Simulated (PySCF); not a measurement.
## RhOF: bending curve

All numbers come from UPBE0/[Rh def2-TZVP with ECP28, O def2-TZVP, F def2-TZVP], scalar-relativistic core potentials, density fitting, no spin–orbit coupling, PySCF.

Rigid scan from the triplet minimum (Rh–F 1.859 Å, Rh–O 1.652 Å; F–Rh–O 144.6°). Coordinate: the O–Rh–F angle, bonds fixed. Energies in kJ/mol from the minimum.

| bond angle (°) | E (kJ/mol) | dipole size (D) | ⟨S²⟩ |
| --- | --- | --- | --- |
| 80 | 115.6 | 5.10 | 2.03 |
| 90 | 75.5 | 4.77 | 2.02 |
| 100 | 49.1 | 4.33 | 2.01 |
| 110 | 29.9 | 3.78 | 2.01 |
| 120 | 15.4 | 3.17 | 2.01 |
| 130 | 5.4 | 2.57 | 2.01 |
| 140 | 0.5 | 2.04 | 2.01 |
| 150 | 0.6 | 1.59 | 2.02 |
| 160 | 3.9 | 1.25 | 2.03 |
| 170 | 7.2 | 1.02 | 2.03 |
| 180 | 8.9 | 0.94 | 2.01 |

With the bonds held, the linear shape lies 8.9 kJ/mol from the minimum.

Other spin states or occupations of the open shell can lie lower.
